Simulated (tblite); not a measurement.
Compound: C7H10N2Si.
Numbering: `[CH:1]#[C:2][CH2:3][Si@@H:4]1[CH2:5][C@H:6]([C:7]#[N:8])[CH2:9][NH:10]1` (hydrogens: H11 on C1; H12, H13 on C3; H14 on Si4; H15, H16 on C5; H17 on C6; H18, H19 on C9; H20 on N10)

Structure used (GFN2-xTB), in Å, numbered top down from 1:
```xyz
20
C7H10N2Si angstrom
C      3.5705    1.8888   -0.2475
C      2.6841    1.2504   -0.7372
C      1.6169    0.4644   -1.3019
Si     0.7414   -0.5539    0.0481
C     -0.7667   -1.5631   -0.5389
C     -1.9697   -0.7306   -0.0741
C     -2.2716    0.2609   -1.0777
N     -2.4994    1.0396   -1.8835
C     -1.5814   -0.0208    1.2321
N     -0.2312    0.4547    1.0413
H      4.3488    2.4613    0.1601
H      0.9078    1.1316   -1.7974
H      2.0361   -0.1998   -2.0594
H      1.6911   -1.4296    0.7548
H     -0.7910   -2.5340   -0.0471
H     -0.8172   -1.7433   -1.6105
H     -2.8648   -1.3460    0.0725
H     -1.6537   -0.7335    2.0666
H     -2.2557    0.8173    1.4371
H      0.1006    1.0962    1.7402
```

All values are computed: GFN2-xTB (tblite) harmonic vibrations without scaling, gas phase. The method is semi-empirical: single wavenumbers can be off by several per cent or more. Modes of hydrogen on silicon can be 10 to 20 % off. One conformer, not necessarily the lowest.

Harmonic wavenumbers (cm⁻¹): 29.8, 43.2, 88.6, 115.1, 163.6, 185.4, 213.3, 260.6, 293.1, 345.7, 381.2, 415.7, 469.8, 563.9, 591.0, 621.2, 631.9, 661.6, 679.6, 718.1, 768.2, 781.5, 787.2, 869.7, 872.7, 957.7, 1005.3, 1014.4, 1065.7, 1113.2, 1124.4, 1127.7, 1162.0, 1191.3, 1209.0, 1242.1, 1272.5, 1305.0, 1347.8, 1421.4, 1484.0, 1492.5, 2189.7, 2293.0, 2407.9, 2855.5, 2916.2, 2939.0, 2958.4, 2973.1, 3002.2, 3020.6, 3398.2, 3497.7.

A = 2015, B = 732.5, C = 668.9 MHz; mass 150.061 u (most abundant isotopes); point group C1, symmetry number 1.

Problem. What is the zero-point energy?

Solution. Half the sum of the wavenumbers: 33270 cm⁻¹ = 95.12 kcal/mol.

Problem. Give the ideal-gas entropy at 350 K and 1 bar in the rigid-rotor, harmonic-oscillator model (classical rotation).

Solution. Translation 41.75, rotation 30.64, vibration 42.45: S = 114.8 cal/(mol K).

Problem. And Cp and H(350 K) − H(0)?

Solution. Cp = 50.02 cal/(mol K), of which vibrations give 42.07 (their classical limit is 54 R = 107.3); H(350 K) − H(0) = 10.32 kcal/mol without the zero-point energy, 7.54 from vibrations.

Problem. Blend soft modes into free rotors: weight 1/[1 + (100 cm⁻¹/ν̃)⁴] for the oscillator and the rest for a rotor with moment μB/(μ + B), μ = h/(8π²ν), B = 10⁻⁴⁴ kg m². What vibrational entropy results?

Solution. 38.20 cal/(mol K) in place of 42.45, which changes −T·S at 350 K by +1.49 kcal/mol.

Problem. Which modes carry the vibrational entropy at 350 K?

Solution. 29.8 cm⁻¹: 6.16; 43.2 cm⁻¹: 5.42; 88.6 cm⁻¹: 4.01; 115.1 cm⁻¹: 3.49; 163.6 cm⁻¹: 2.81; 185.4 cm⁻¹: 2.57 cal/(mol K); the other 48 give 17.98 together.

Problem. How do the functions run with temperature in this model?

Solution. 
| T (K) | S (cal/(mol K)) | Cp (cal/(mol K)) | H − H(0) (kcal/mol) | G − H(0) (kcal/mol) | ln q(vib) |
| --- | --- | --- | --- | --- | --- |
| 100 | 74.1 | 20.8 | 1.44 | -5.97 | 2.64 |
| 200 | 92.1 | 32.5 | 4.10 | -14.32 | 5.84 |
| 300 | 107.6 | 44.5 | 7.95 | -24.32 | 8.97 |
| 500 | 135.1 | 63.8 | 18.91 | -48.65 | 15.11 |
| 800 | 169.2 | 81.2 | 40.89 | -94.50 | 23.71 |
| 1000 | 188.2 | 88.6 | 57.91 | -130.29 | 28.94 |

q(vib) and H(0) count from the zero-point level.

Hindered rotation and anharmonicity are outside this model. Other conformers, if any are populated, would add a mixing term that is left out. The structure is chiral; the term R ln 2 for an equal mix with its mirror image is left out.
